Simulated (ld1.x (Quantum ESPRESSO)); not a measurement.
**phosphorus: excitation energies, all-electron against TM semilocal**

ld1.x (Quantum ESPRESSO) 7.5 input, shortened:

```
&input
   title='P', zed=15., rel=1, dft='PBE', iswitch=3,
   config='[Ne] 3s2 3p3 3d-2'
 /
 &inputp
   pseudotype=1, tm=.true., lloc=2,
   nlcc=.false.
 /
3
3S  1  0   2.00   0.00  1.50  1.50  0.0
3P  2  1   3.00   0.00  1.50  1.50  0.0
3D  3  2  -2.00  -0.05  1.30  1.30  0.0
 &test
   configts(1)='3s2 3p3'
 /
```

Energies are relative to the spin-unpolarised reference configuration 3s2 3p3; without spin polarisation the order of configurations can differ from experiment. The frozen-core shift is the all-electron ΔE with the core orbitals held at their reference shape minus the fully relaxed ΔE.

| valence configuration | charge | ΔE all-electron (eV) | error AE − PS (meV) | frozen-core shift (meV) |
| --- | --- | --- | --- | --- |
| 3s2 3p2 | +1 | 9.730 | +0.9 | +1.1 |
| 3s2 3p0 | +3 | 58.616 | +41 | +41 |
| 3s2 3p2.5 | +0.5 | 3.775 | 0.0 | +0.2 |
| 3s0 3p5 | 0 | 17.200 | +3.5 | +2.3 |
| 3s1 3p4 | 0 | 8.534 | +1.1 | +0.6 |
| 3s1 3p3 | +1 | 18.850 | +5.7 | +2.8 |

(1) What are ΔE and the potential's error for 3s2 3p1?

Levels in the configuration 3s0 3p5:

```json
{"level": "3p", "all-electron (eV)": "-6.592", "pseudo (eV)": "-6.587"}
```

Results:

(1) ΔE = 28.877 eV all-electron; the error (AE − PS) is +9.2 meV.
